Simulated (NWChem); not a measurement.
System: C3HBrF2; SMILES BrC=C=C(F)F

All runs: NWChem. All runs use the structure optimised with PBE0/def2-SVP. Level: B3LYP/def2-SVP with COSMO at NWChem's default radii, gas-phase geometry; the question gives the dielectric constant.

Problem. What does the run give for dielectric constant 25.0? Quantities: electrostatic solvation energy (kcal/mol); dipole in solution (D).

Solution. 
| Item | Result |
|---|---|
| electrostatic solvation energy (kcal/mol) | -1.7 |
| dipole in solution (D) | 1.30 |
